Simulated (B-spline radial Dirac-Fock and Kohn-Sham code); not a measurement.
# X-ray lines that fill the M4 vacancy in Gd⁺

System: Gd⁺ in the configuration [Xe] 4f7 5d1 6s1.

Input file task.json (cfg lists n, l and occupation; rrms is the nuclear radius in fm):

```json
{"items": [{
  "Z": 64,
  "q": 1,
  "cfg": [[1, 0, 2], [2, 0, 2], [2, 1, 6], [3, 0, 2], [3, 1, 6], [3, 2, 10], [4, 0, 2], [4, 1, 6], [4, 2, 10], [4, 3, 7], [5, 0, 2], [5, 1, 6], [5, 2, 1], [6, 0, 1]],
  "A": 158,
  "rrms": 5.1569,
  "do": ["binding", "quiet", "decay"],
  "holes": ["K", "L1", "L2", "L3", "M1", "M2", "M3", "M4", "M5", "N1", "N2", "N3", "N4", "N5"]
}]}
```

Command: `python xray_run.py task.json out`

Model: independent-particle rates on relativistic LDA orbitals of the hole state (multipoles up to L = 3, Coulomb Auger matrix elements, transition energies from Dirac-Fock). Program: a radial finite-basis atomic code.

| line | multipole | energy (eV) | width (meV) | share (%) |
| --- | --- | --- | --- | --- |
| Mζ2 | E1 | 905.7 | 0.686 | 9.40 |
| M4-N3 | E1 | 937.4 | 0.0950 | 1.30 |
| M4-O2 | E1 | 1194.5 | 0.103 | 1.41 |
| M4-O3 | E1 | 1198.8 | 0.0139 | 0.191 |
| Mβ | E1 | 1215.8 | 6.39 | 87.7 |

The listed lines hold 100.0 % of the radiative rate. The radiative width is 0.00729 eV in the length form and 0.00743 eV in the velocity form; the two differ because the transition energies are not eigenvalue differences of the potential that gave the orbitals.

Values without a named source are computed, but for edge energies of neutral atoms, which are taken from tables.
